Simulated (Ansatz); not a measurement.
Cost and result for the atomization energy of CH$_{5}$FOSSi (`CS[SiH](O)F`) (10 atoms, 9 bonds).

```xyz
10

C     0.223    0.644    1.689
S    -0.597    1.099    0.130
Si    0.127   -0.445   -1.115
O    -0.735   -0.463   -2.493
F    -0.003   -1.823   -0.316
H    -0.106    1.369    2.433
H     1.306    0.706    1.594
H    -0.071   -0.355    2.004
H     1.546   -0.325   -1.492
H    -1.690   -0.408   -2.434
```

Charge 0, multiplicity 1. Geometry: relaxed with PBE0-D4/def2-TZVP. It is one conformer, not always the lowest. Program: Ansatz. All runs use 4 threads of an Arm Neoverse V1 on a shared host. Times are those of one run each, without the atoms' runs, and a repeat can differ threefold. Electronic energies, without spin–orbit coupling; frozen cores. CCSD(T)/CBS adds CCSD(T) − MP2 in def2-TZVPP to the MP2 limit, and its time is that of the two runs behind it. T1 = 0.011. B3LYP takes the VWN-RPA correlation (the form of Gaussian; ORCA's B3LYP/G).

CCSD(T)/CBS is a level of theory with its own doubt, some kJ/mol a heavy atom from the limit and from the frozen cores, so smaller differences don't rank the functionals.

```
                             level  functions  wall time
   PBE-D4/def2-TZVPP (with forces)        247      2.3 s
                PBE0-D4/def2-TZVPP        247      2.9 s
 B3LYP-D4/def2-TZVPP (with forces)        247      4.4 s
r2SCAN-D4/def2-TZVPP (with forces)        247      4.5 s
                 B2PLYP/def2-TZVPP        247        5 s
                ωB97X-V/def2-TZVPP        247      7.5 s
  ωB97M-V/def2-TZVPP (with forces)        247       11 s
                    MP2/def2-QZVPP        461       18 s
                CCSD(T)/def2-TZVPP        247    2.3 min
                 CCSD(T)/CBS(def2)          –    2.6 min
```

What atomization energy does each give, and how far from CCSD(T)/CBS? (An estimate is asked.)

Ansatz gave: 
| level | atomization (kcal/mol) | difference from CCSD(T)/CBS | per bond |
| --- | --- | --- | --- |
| PBE-D4/def2-TZVPP (with forces) | 912.7 | 6.9 | 0.8 |
| PBE0-D4/def2-TZVPP | 896.3 | -9.5 | -1.1 |
| B3LYP-D4/def2-TZVPP (with forces) | 897.1 | -8.7 | -1.0 |
| r2SCAN-D4/def2-TZVPP (with forces) | 904.3 | -1.5 | -0.2 |
| B2PLYP/def2-TZVPP | 890.3 | -15.5 | -1.7 |
| ωB97X-V/def2-TZVPP | 905.1 | -0.7 | -0.1 |
| ωB97M-V/def2-TZVPP (with forces) | 905.6 | -0.2 | 0.0 |
| MP2/def2-QZVPP | 914.8 | 9.0 | 1.0 |
| CCSD(T)/def2-TZVPP | 878.3 | -27.5 | -3.0 |
| CCSD(T)/CBS(def2) | 905.8 | 0.0 | 0.0 |

In def2-TZVPP, CCSD(T) changes the Hartree–Fock value by +219.7 kcal/mol (the triples alone add +13.3 kcal/mol) and MP2 by +239.7 kcal/mol; breaking electron pairs costs correlation energy, which Hartree–Fock lacks. The D4 term adds +8.7 kcal/mol with B3LYP and +4.5 kcal/mol with PBE0; it sums over pairs of atoms, weighted by their polarisabilities, and B3LYP, whose exchange is more repulsive, gets the larger term. From PBE to PBE0 (25 % exact exchange), in def2-TZVPP and without D4, the atomization energy moves by −15.5 kcal/mol: exact exchange takes away binding that semilocal exchange gives to molecules.
